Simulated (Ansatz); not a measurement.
Cost and result for the atomization energy of `BOB[SiH3]` (10 atoms, 9 bonds).

```csv
atom,x (Å),y (Å),z (Å)
B1,0.593,2.260,0.006
O2,0.655,0.899,-0.111
B3,-0.395,0.049,0.109
Si4,-0.156,-1.954,-0.100
H5,-0.442,2.780,0.319
H6,1.593,2.876,-0.215
H7,-1.453,0.527,0.429
H8,-0.501,-2.624,1.186
H9,1.221,-2.357,-0.495
H10,-1.114,-2.454,-1.127
```

The species carries charge 0 and has multiplicity 1. The geometry is a stationary point of PBE0-D4/def2-TZVP. It is one conformer, not always the lowest. Program: Ansatz. All runs use 2 threads of an Arm Neoverse V1 on a shared host. Times are those of one run each, without the atoms' runs, and a repeat can differ threefold. Electronic energies, without spin–orbit coupling; frozen cores. CCSD(T)/CBS adds CCSD(T) − MP2 in def2-TZVPP to the MP2 limit, and its time is that of the two runs behind it. T1 = 0.013. B3LYP takes the VWN-RPA correlation (the form of Gaussian; ORCA's B3LYP/G). HSE06 is the plane-wave form, built on full-range PBE exchange.

CCSD(T)/CBS is a level of theory with its own doubt, some kJ/mol a heavy atom from the limit and from the frozen cores, so smaller differences don't rank the functionals.

```csv
level,functions,wall time
LDA (SPW92)/def2-TZVPP,219,1.4 s
BLYP-D4/def2-TZVPP,219,2.4 s
CCSD(T)/def2-SVP,90,3 s
BHLYP-D4/def2-TZVPP,219,3.2 s
HSE06-D4/def2-TZVPP,219,3.4 s
B3LYP-D4/def2-TZVPP (with forces),219,5 s
r2SCANh-D4/def2-TZVPP,219,5.5 s
r2SCAN-D4/def2-TZVPP (with forces),219,6 s
ωB97X-V/def2-TZVPP,219,9.5 s
B97M-V/def2-TZVPP,219,11 s
MP2/def2-QZVPP,421,22 s
CCSD(T)/def2-TZVPP,219,78 s
CCSD(T)/CBS(def2),–,99 s
```

What atomization energy does each give, and how far from CCSD(T)/CBS? (Estimate.)

Ansatz gave: 
```json
{"level": "LDA (SPW92)/def2-TZVPP", "atomization (kcal/mol)": "933.8", "difference from CCSD(T)/CBS": "100.1", "per bond": "11.1"}
{"level": "BLYP-D4/def2-TZVPP", "atomization (kcal/mol)": "833.9", "difference from CCSD(T)/CBS": "0.2", "per bond": "0.0"}
{"level": "CCSD(T)/def2-SVP", "atomization (kcal/mol)": "796.7", "difference from CCSD(T)/CBS": "-37.0", "per bond": "-4.1"}
{"level": "BHLYP-D4/def2-TZVPP", "atomization (kcal/mol)": "826.1", "difference from CCSD(T)/CBS": "-7.6", "per bond": "-0.8"}
{"level": "HSE06-D4/def2-TZVPP", "atomization (kcal/mol)": "832.6", "difference from CCSD(T)/CBS": "-1.1", "per bond": "-0.1"}
{"level": "B3LYP-D4/def2-TZVPP (with forces)", "atomization (kcal/mol)": "839.9", "difference from CCSD(T)/CBS": "6.2", "per bond": "0.7"}
{"level": "r2SCANh-D4/def2-TZVPP", "atomization (kcal/mol)": "836.5", "difference from CCSD(T)/CBS": "2.8", "per bond": "0.3"}
{"level": "r2SCAN-D4/def2-TZVPP (with forces)", "atomization (kcal/mol)": "840.1", "difference from CCSD(T)/CBS": "6.4", "per bond": "0.7"}
{"level": "ωB97X-V/def2-TZVPP", "atomization (kcal/mol)": "840.4", "difference from CCSD(T)/CBS": "6.7", "per bond": "0.7"}
{"level": "B97M-V/def2-TZVPP", "atomization (kcal/mol)": "840.9", "difference from CCSD(T)/CBS": "7.2", "per bond": "0.8"}
{"level": "MP2/def2-QZVPP", "atomization (kcal/mol)": "835.2", "difference from CCSD(T)/CBS": "1.5", "per bond": "0.2"}
{"level": "CCSD(T)/def2-TZVPP", "atomization (kcal/mol)": "815.6", "difference from CCSD(T)/CBS": "-18.1", "per bond": "-2.0"}
{"level": "CCSD(T)/CBS(def2)", "atomization (kcal/mol)": "833.7", "difference from CCSD(T)/CBS": "0.0", "per bond": "0.0"}
```

In def2-TZVPP, CCSD(T) changes the Hartree–Fock value by +162.3 kcal/mol (the triples alone add +8.2 kcal/mol) and MP2 by +171.1 kcal/mol; breaking electron pairs costs correlation energy, which Hartree–Fock lacks. From PBE to PBE0 (25 % exact exchange), in def2-TZVPP and without D4, the atomization energy moves by −6.7 kcal/mol: exact exchange takes away binding that semilocal exchange gives to molecules. Leaving LDA and LC-ωPBE aside and taking each functional with its dispersion term where it has one, the values, not all of them listed here, spread over 22.2 kcal/mol, from revPBE-D4 to CAM-B3LYP-D4. LDA lies +98.0 kcal/mol from PBE without D4, its usual overbinding.
